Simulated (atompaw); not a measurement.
Logarithmic derivatives: H, PAW (atompaw)

* Element: hydrogen
* Generator: atompaw 4.2.0.5
* Type: PAW
* Functional: PBEsol
* Relativity: scalar-relativistic
* Frozen core: none
* Valence charge: 1
* Reference configuration: 1s1
* Partial waves: 1s (bound): rc 1.00 bohr; 1s channel at 1.2 Ry: rc 1.00 bohr
* Local potential: troulliermartins scheme with l = 1 at 0 Ry, radius 0.90 bohr
* Core correction: none
* Augmentation charge: sinc compensation charge, radius 0.95 bohr; PAW radius 1.00 bohr; waves and projectors: custom polynom2 7 10 vanderbiltortho

The phase is arctan(r·u′/u) with u = r·R(r), unwrapped; energies in Ry, scanned from -2 to 5 Ry. A pole is an energy at which the radial function vanishes at the test radius. The pseudo phase is shifted by a multiple of π to meet the all-electron one at the reference energy, and phase errors are pseudo minus all-electron; the curves can meet again beyond the range given. Levels narrower than the energy grid can be missing from the lists of poles.

| channel | radius (bohr) | reference energy (Ry) | poles, all-electron | poles, pseudo | unbroken range about the reference energy with phases within 0.05 rad | phase error 1 Ry above the reference energy (rad) |
| --- | --- | --- | --- | --- | --- | --- |
| s | 0.99 | -0.47 | none | none | the whole range | -0.000 |

Phases in the s channel:

```
E (Ry)  all-electron  pseudo
 -2.00         0.669   0.669
 -1.52         0.529   0.529
 -1.04         0.341   0.341
 -0.56         0.099   0.099
 -0.08        -0.189  -0.189
  0.40        -0.482  -0.482
  0.88        -0.740  -0.740
  1.36        -0.944  -0.944
  1.84        -1.097  -1.097
  2.32        -1.214  -1.214
  2.80        -1.304  -1.304
  3.28        -1.375  -1.375
  3.76        -1.432  -1.432
  4.24        -1.480  -1.480
  4.72        -1.521  -1.521
```
